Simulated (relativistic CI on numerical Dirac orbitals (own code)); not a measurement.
Spin-allowed bands of a d3 ion in a tetrahedral site, by hand

Problem. Take Δ = 6600 cm⁻¹ and B = 810 cm⁻¹ for a d3 ion in a tetrahedral site. Calculate the three spin-allowed bands.

Working.
1. The terms of highest spin are 4F (energy 0) and 4P (15B = 12150 cm⁻¹). Here the F term splits into A2 at +1.2Δ = 7920, T2 at +0.2Δ = 1320 and T1 at −0.6Δ = -3960 cm⁻¹.
2. The two T1 states mix through the element 0.4Δ: H = [[-3960, 2640], [2640, 12150]], with roots ½(H₁₁ + H₂₂) ∓ ½√[(H₂₂ − H₁₁)² + 4H₁₂²] = ½(8190) ∓ ½(16953) = -4382 and 12572 cm⁻¹.
3. The ground term is 4T1 at -4382 cm⁻¹.
4. Bands: 4T2 5702 cm⁻¹ (1754 nm), 4A2 12302 cm⁻¹ (813 nm), 4T1(P) 16953 cm⁻¹ (590 nm).

Check. Exact diagonalisation of the whole d3 shell with these parameters gives 4T2 5702, 4A2 12302, 4T1 16953 cm⁻¹. The match is exact, since without spin-orbit coupling no other term has this spin. The ratio of the second band to the first, 2.158, depends on Δ/B = 8.1 alone, which is how a Tanabe-Sugano diagram is read.
